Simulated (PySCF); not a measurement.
Species: C₆H₁₃NSi.
Atom-mapped SMILES: `[SiH3:1][NH:2][C@@H:3]1[CH2:4][C@@H:5]2[CH2:6][C@@H:7]2[CH2:8]1`

NICS = −σ at a ghost point: NICS(0) at the centroid of the ring atoms, NICS(1) 1 Å to either side along the normal of their mean plane, zz for the tensor component along that normal. Level: GIAO PBE0/pcSseg-1 (PySCF, non-relativistic, gas phase) on the GFN2-xTB geometry, one conformer.

Rings: 1. C3–C4–C5–C7–C8; 2. C5–C6–C7.

```tsv
set	NICS(0)	NICS(1), two faces	NICS(1)zz, two faces
P	-45.5	-8.3 / -9.1	-20.1 / -26.1
Q	-7.1	-5.0 / -3.0	-1.0 / -1.9
```

Which set (ppm) belongs to which ring?

P = 2, Q = 1.
- 1 (5-membered carbocycle; formal bonds all single): mean NICS(1)zz -1.4 ppm, near zero. C3, C4, C5, C7, C8 have four or more neighbours; no verdict on aromaticity is drawn.
- 2 (3-membered carbocycle; formal bonds all single): mean NICS(1)zz -23.1 ppm, shielded. C5, C6, C7 have four or more neighbours, and the NICS criterion for π rings isn't applied.

How do the rings differ in shape?

```
ring                   bond lengths (Å)  rms pucker (Å)  HOMA  nearest outside atom to a NICS(1) probe (Å)
   1  1.548, 1.515, 1.504, 1.515, 1.544            0.12     –                                hydrogen 1.54
   2                1.499, 1.499, 1.504            0.00     –                                hydrogen 1.46
```

Hardware: Arm Neoverse V1, one thread (shared host). Cost: 39 s. This is the whole shielding run at PBE0/pcSseg-1, SCF included.
